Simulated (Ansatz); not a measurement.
These are B3LYP-D3(BJ)/def2-TZVP in Ansatz (a program for electronic structure) values and carry that method's errors. No frequencies were computed at this level.

Ansatz 0.2 input:
```yaml
crystal:
  periodic: [false, false, false]
  atoms:
    - { symbol: C, position_ang: [1.799278, 0.192776, -0.152827] }
    - { symbol: C, position_ang: [0.483147, 0.12313, -0.083249] }
    - { symbol: C, position_ang: [-0.649565, 0.929057, -0.535407] }
    - { symbol: C, position_ang: [-1.550649, 0.084346, -0.016443] }
    - { symbol: C, position_ang: [-0.507982, -0.866893, 0.523613] }
    - { symbol: H, position_ang: [2.294694, 1.011665, -0.647745] }
    - { symbol: H, position_ang: [2.429849, -0.564812, 0.28162] }
    - { symbol: H, position_ang: [-0.709796, 1.853165, -1.080592] }
    - { symbol: H, position_ang: [-2.623955, 0.055935, 0.023505] }
    - { symbol: H, position_ang: [-0.499011, -1.861569, 0.078794] }
    - { symbol: H, position_ang: [-0.466011, -0.9568, 1.608731] }
basis:
  gaussian: { orbitals: def2-tzvp }
hamiltonian:
  xc: b3lyp
  dispersion: d3bj
relax:
  max_steps: 150
```

Output:

```
Functional definition: B3LYP
1164 factors; their error is unknown
mean field evaluation 1: about -5271.8660 eV, gradient 6.6e1 eV
mean field evaluation 2: about -5264.4957 eV, gradient 8.5e1 eV
mean field evaluation 4: about -5282.5439 eV, gradient 7.6e0 eV
mean field evaluation 8: about -5282.6783 eV, gradient 1.9e-1 eV
mean field evaluation 16: about -5282.6551 eV, gradient 5.3e-4 eV
mean field -5282.65511883 eV, -194.1339949047 hartree, gradient 3.2e-5 eV, S^2 0.000000; 0 other end points of the search recorded, 0 dependent functions left out
reference -5282.65538107 eV, -194.1340045417 hartree; 18, 18 occupied and 173, 173 virtual orbitals, 1164 factors
relax step   1: F+E_penalty+E_count = -5283.02583077 eV  Δ(F+E_penalty+E_count) = +0.000e0 eV  max|allowed force component| = 3.408e-1 eV/Å  Δτ_max = 0.0000 Å  (29 SCF iters, accepted)
these checks for a lower state are left out or cut short: starts, cluster_reference, orbital_swaps, neighbouring_geometries, increment
1164 factors; their error is unknown
mean field -5282.66621230 eV, -194.1344025821 hartree, gradient 1.1e-5 eV, S^2 0.000000; 0 other end points of the search recorded, 0 dependent functions left out
reference -5282.66647508 eV, -194.1344122393 hartree; 18, 18 occupied and 173, 173 virtual orbitals, 1164 factors
relax step   2: F+E_penalty+E_count = -5283.03732815 eV  Δ(F+E_penalty+E_count) = -1.150e-2 eV  max|allowed force component| = 1.744e-1 eV/Å  Δτ_max = 0.0143 Å  (34 SCF iters, accepted)
these checks for a lower state are left out or cut short: starts, cluster_reference, orbital_swaps, neighbouring_geometries, increment
1164 factors; their error is unknown
mean field evaluation 32: about -5282.6678 eV, gradient 1.1e-5 eV
mean field -5282.66779798 eV, -194.1344608548 hartree, gradient 1.1e-5 eV, S^2 0.000000; 0 other end points of the search recorded, 0 dependent functions left out
reference -5282.66806097 eV, -194.1344705197 hartree; 18, 18 occupied and 173, 173 virtual orbitals, 1164 factors
relax step   3: F+E_penalty+E_count = -5283.03927644 eV  Δ(F+E_penalty+E_count) = -1.948e-3 eV  max|allowed force component| = 2.667e-2 eV/Å  Δτ_max = 0.0099 Å  (34 SCF iters, accepted)
these checks for a lower state are left out or cut short: starts, cluster_reference, orbital_swaps, neighbouring_geometries, increment
1164 factors; their error is unknown
mean field -5282.66784258 eV, -194.1344624939 hartree, gradient 1.1e-5 eV, S^2 0.000000; 0 other end points of the search recorded, 0 dependent functions left out
reference -5282.66810554 eV, -194.1344721575 hartree; 18, 18 occupied and 173, 173 virtual orbitals, 1164 factors
relax step   4: F+E_penalty+E_count = -5283.03936076 eV  Δ(F+E_penalty+E_count) = -8.433e-5 eV  max|allowed force component| = 1.019e-2 eV/Å  Δτ_max = 0.0023 Å  (33 SCF iters, accepted)
these checks for a lower state are left out or cut short: starts, cluster_reference, orbital_swaps, neighbouring_geometries, increment
1164 factors; their error is unknown
mean field -5282.66783825 eV, -194.1344623350 hartree, gradient 1.1e-5 eV, S^2 0.000000; 0 other end points of the search recorded, 0 dependent functions left out
reference -5282.66810118 eV, -194.1344719973 hartree; 18, 18 occupied and 173, 173 virtual orbitals, 1164 factors
relax step   5: F+E_penalty+E_count = -5283.03936858 eV  Δ(F+E_penalty+E_count) = -7.815e-6 eV  max|allowed force component| = 1.193e-2 eV/Å  Δτ_max = 0.0021 Å  (34 SCF iters, accepted)
these checks for a lower state are left out or cut short: starts, cluster_reference, orbital_swaps, neighbouring_geometries, increment
1164 factors; their error is unknown
mean field -5282.66785866 eV, -194.1344630850 hartree, gradient 1.1e-5 eV, S^2 0.000000; 0 other end points of the search recorded, 0 dependent functions left out
reference -5282.66812158 eV, -194.1344727472 hartree; 18, 18 occupied and 173, 173 virtual orbitals, 1164 factors
relax step   6: F+E_penalty+E_count = -5283.03938172 eV  Δ(F+E_penalty+E_count) = -1.314e-5 eV  max|allowed force component| = 5.691e-3 eV/Å  Δτ_max = 0.0015 Å  (34 SCF iters, accepted)
1164 factors; their error is unknown
mean field evaluation 64: about -5282.2479 eV, gradient 1.4e1 eV
mean field -5282.66785866 eV, -194.1344630850 hartree, gradient 1.1e-5 eV, S^2 0.000000; 1 other end points of the search recorded, 0 dependent functions left out
reference -5282.66812158 eV, -194.1344727472 hartree; 18, 18 occupied and 173, 173 virtual orbitals, 1164 factors
Total energy: -5283.03964464 eV, -194.1481259675 hartree
Atom 0 at     1.811335     0.194680    -0.153888 Å, force     0.000670    -0.000588    -0.002161 eV/Å
Atom 1 at     0.488694     0.125964    -0.084847 Å, force    -0.001665    -0.002733    -0.000973 eV/Å
Atom 2 at    -0.653133     0.931475    -0.536843 Å, force    -0.001557     0.000832     0.001288 eV/Å
Atom 3 at    -1.559680     0.084152    -0.016010 Å, force     0.000366    -0.000458    -0.001726 eV/Å
Atom 4 at    -0.508656    -0.876635     0.529310 Å, force     0.000131     0.005691    -0.000238 eV/Å
Atom 5 at     2.307692     1.018226    -0.652040 Å, force     0.001516     0.000756     0.000671 eV/Å
Atom 6 at     2.436990    -0.571683     0.285471 Å, force     0.001103    -0.000105     0.001058 eV/Å
Atom 7 at    -0.726356     1.861062    -1.085125 Å, force     0.000851     0.000753    -0.000204 eV/Å
Atom 8 at    -2.639952     0.073677     0.013520 Å, force    -0.001423    -0.001358     0.000705 eV/Å
Atom 9 at    -0.494997    -1.873783     0.083586 Å, force     0.000047    -0.001167     0.000136 eV/Å
Atom 10 at    -0.461938    -0.967135     1.616866 Å, force    -0.000040    -0.001622     0.001445 eV/Å
Dipole moment:    -0.115785    -0.018055     0.012981 e Å
```

Cost: roughly 40 core-seconds.
